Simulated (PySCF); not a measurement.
C3H9OSi (SMILES CO[Si](C)C), doublet, at a GFN2-xTB geometry.

Input for PySCF:
```python
from pyscf import gto, scf, dft

mol = gto.Mole()
mol.atom = '''
    C     1.90452480   -0.70742963    0.64244582
    O     1.20840243   -0.12648447   -0.42931285
    Si   -0.36583798    0.29422034   -0.54235485
    C    -0.83913476    1.63795260    0.73014405
    C    -1.52376810   -1.21199279   -0.34399243
    H     1.48460471   -1.68420376    0.89482328
    H     1.86586362   -0.06496564    1.52554104
    H     2.94303746   -0.83234589    0.33546628
    H    -1.84761689    2.00357650    0.56766526
    H    -0.79341441    1.24124988    1.74503572
    H    -0.16576344    2.48882457    0.67896605
    H    -1.47564350   -1.60389767    0.67265625
    H    -1.24891015   -2.01669610   -1.02001637
    H    -2.55737663   -0.94993177   -0.54425128
'''
mol.basis = 'sto-3g'
mol.spin = 1
mol.verbose = 4
mol.build()

mf = dft.UKS(mol)
mf.xc = 'tpss'
mf.kernel()
```

Q: Give the nuclear repulsion energy at the level PySCF with TPSS/STO-3G.

A: 236.8406 Eh

Q: What number of basis functions does TPSS/STO-3G give?

A: 38

Q: Predict the <S^2> from TPSS/STO-3G.

A: 0.751

Q: What is the computed HOMO energy (TPSS/STO-3G)?

A: -1.54 eV

These values belong to the state on which the SCF converged, which isn't shown to be the lowest.

Q: Roughly what does it cost on one core?

A: very roughly 26 core-seconds.
